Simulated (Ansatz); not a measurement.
Computed with Ansatz on PBE0-D4/def2-TZVP structures; ΔE is electronic, products minus reactants. CCSD(T)/CBS is the MP2 limit (def2-TZVPP, def2-QZVPP) plus CCSD(T) − MP2 in def2-TZVPP, frozen cores. Functionals use def2-TZVPP. For Ga outer-core shells are correlated without core-valence functions, which leaves a few kJ/mol of doubt a bond. Scalar relativity is left out up to krypton. Each species was taken in one conformer, which may not be the lowest.

`C[N](C)[Ga]([Cl])[Cl]` + `CC(C)B(O)O` → `COB(O)C(C)C` + `C[NH][Ga]([Cl])[Cl]`  (substitution at a C–N bond)

```json
{"species": "`C[N](C)[Ga]([Cl])[Cl]`", "PBE energy (Eh)": "-2979.18550"}
{"species": "`CC(C)B(O)O`", "PBE energy (Eh)": "-294.90393"}
{"species": "`COB(O)C(C)C`", "PBE energy (Eh)": "-334.15329"}
{"species": "`C[NH][Ga]([Cl])[Cl]`", "PBE energy (Eh)": "-2939.92397"}
```

Q: Work out ΔE.

A: ΔE = (-334.15329) + (-2939.92397) − (-2979.18550) − (-294.90393) = 0.01217 Eh = +7.6 kcal/mol. CCSD(T)/CBS gives +8.0 kcal/mol.

Largest T1 diagnostic among the species: 0.012.

In def2-TZVPP, CCSD(T) changes the Hartree–Fock value by +3.3 kcal/mol (the triples alone add +0.4 kcal/mol) and MP2 by +4.4 kcal/mol.
